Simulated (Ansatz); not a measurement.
Input for Ansatz (an electronic-structure program): U-r2SCAN/def2-TZVPP on H2Mg (SMILES [MgH2]), a point of a bond scan (R = 1.870 Å).

Ansatz 0.2 input:
```yaml
crystal:
  periodic: [false, false, false]
  atoms:
    - {symbol: Mg, position_ang: [0.00000000, 0.00000000, 0.00000000]}
    - {symbol: H, position_ang: [-0.00000000, -0.00000000, -1.86976112]}
    - {symbol: H, position_ang: [0.00000000, 0.00000000, 1.69978284]}
basis:
  gaussian:
    orbitals: def2-TZVPP
hamiltonian:
  xc: {name: r2SCAN}
magnetization: {spin_polarized: true, initial_magnetization: 0}
```

The log:

```
WARN ansatz: RAYON_NUM_THREADS=2 ignored (pool sized by the plan → 2); use --threads N
Functional definition: r2SCAN
integrals: 0.01 GiB planned
406 factors; their error is unknown
mean field: 0.16 GiB planned
mean field evaluation 1: about -5473.7916 eV, gradient 1.1e1 eV
mean field evaluation 2: about -5474.4644 eV, gradient 7.0e0 eV
mean field evaluation 4: about -5474.9324 eV, gradient 1.2e-1 eV
mean field evaluation 8: about -5474.9264 eV, gradient 1.5e-2 eV
mean field -5474.92637373 eV, -201.1998331962 hartree, gradient 2.6e-6 eV, S^2 0.000000; 0 other end points of the search recorded, 0 dependent functions left out
reference -5474.92639350 eV, -201.1998339226 hartree; 7, 7 occupied and 53, 53 virtual orbitals, 406 factors
Total energy: -5474.92639350 eV, -201.1998339226 hartree
```

Self-consistency was reached.

Cost: roughly 1.8 core-seconds.
